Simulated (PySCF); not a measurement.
A structure optimised at PBE-D3(BJ)/def2-SVP, used in a PySCF frequency run:

```
N
C 1 1.4429
H 2 1.1100 1 111.41
H 2 1.1196 3 107.17 1 -123.10
H 2 1.1196 3 107.17 4 -113.80
C 1 1.4475 2 115.06 3 180.00
H 6 1.1083 1 110.01 2 180.00
H 6 1.1188 7 108.03 1 -122.46
H 6 1.1188 7 108.03 8 -115.07
In 1 2.0386 2 125.05 3 0.00
F 10 2.0003 1 103.43 2 180.00
C 10 2.1520 11 119.69 7 180.00
H 12 1.1052 10 110.09 11 -180.00
H 12 1.1059 13 110.10 10 119.57
H 12 1.1059 13 110.10 14 120.87
```

Q: Write its SMILES, formula and point group.

A: C[N](C)[In]([CH3])[F], C3H9FInN, Cs

Q: What are its rotational constants (standard atomic weights)?

A: 3.1293, 1.5638, 1.0642 GHz
